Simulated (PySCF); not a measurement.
**SbO₂⁻: from structure and modes to constants**

Level of theory: PBE0 in PySCF with Sb x2c-TZVPall, O x2c-TZVPall; spin-free X2C, no spin–orbit coupling; density-fitted integrals.

The singlet minimum has C2v symmetry. Masses (u): Sb 120.90382, O 15.99492.

```xyz
3
charge -1 multiplicity 1, angstrom
Sb    0.0000    0.0000   -0.2195
O     1.5189    0.0000    0.8317
O    -1.5189    0.0000    0.8317
```

Harmonic wavenumbers (cm⁻¹): 278.8 (a1, ×1), 798.2 (b2, ×1), 804.2 (a1, ×1).

Task: What is the harmonic zero-point energy?

Result: Half the sum of all 3 wavenumbers, 1881/2 = 941 cm⁻¹, which is 11.3 kJ/mol (1 cm⁻¹ = 0.0119627 kJ/mol).

Task: Give the standard entropy (298.15 K, 1 bar) by its translational, rotational, vibrational and spin parts, and Cp.

Result: Sackur–Tetrode with M = 152.89 u gives 171.6; rotation with symmetry number 2 gives 93.7; vibration 8.2; spin R ln 1 = 0.0. The total is 273.5 J/(mol K), and Cp = 4 R + 12.6 = 45.9 J/(mol K).

Other isomers or separated fragments may lie lower. The lowest empty level of this anion is unbound, so it and the gap depend on the basis. The basis has no diffuse functions, which an anion would want.
